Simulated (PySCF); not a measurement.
M06-L on Cu⁻ (copper, charge -1), [Ar] 3d10 4s2, closed-shell 1S. Computed with PySCF 2.14 in aug-cc-pwCVDZ-PP with ECP10MDF, with scalar relativity through the core potential.

```
cycle= 1 E= -197.303055566862  delta_E= 0.018  |g|= 0.542  |ddm|= 0.803
cycle= 2 E= -196.922620287776  delta_E= 0.38  |g|= 1.66  |ddm|=  1.4
cycle= 3 E= -197.352215706423  delta_E= -0.43  |g|= 0.135  |ddm|= 1.04
cycle= 4 E= -197.355632614567  delta_E= -0.00342  |g|= 0.0234  |ddm|= 0.0905
cycle= 5 E= -197.355794528277  delta_E= -0.000162  |g|= 0.00234  |ddm|= 0.0279
cycle= 6 E= -197.355798957153  delta_E= -4.43e-06  |g|= 0.000384  |ddm|= 0.011
cycle= 7 E= -197.355799439344  delta_E= -4.82e-07  |g|= 0.000165  |ddm|= 0.00747
cycle= 8 E= -197.355799444776  delta_E= -5.43e-09  |g|= 2.04e-06  |ddm|= 0.000146
cycle= 9 E= -197.355799444777  delta_E= -1.02e-12  |g|= 3.34e-07  |ddm|= 6.24e-06
converged SCF energy = -197.355799444777  <S^2> = -3.5527137e-15  2S+1 = 1
```

Highest occupied orbital energy: 1.606 eV; ⟨L²⟩ = 0.00; populations by l: s 4.00, p 6.00, d 10.00, f 0.00.

Task: Can this result be used?

Result: With care. The run converged. Energies and moments cover only the electrons outside the core potential. At M06-L the highest occupied level has a positive energy, so only the finite basis holds that electron; in a semilocal or global hybrid functional this comes from self-interaction and does not mean that the real anion is unbound.
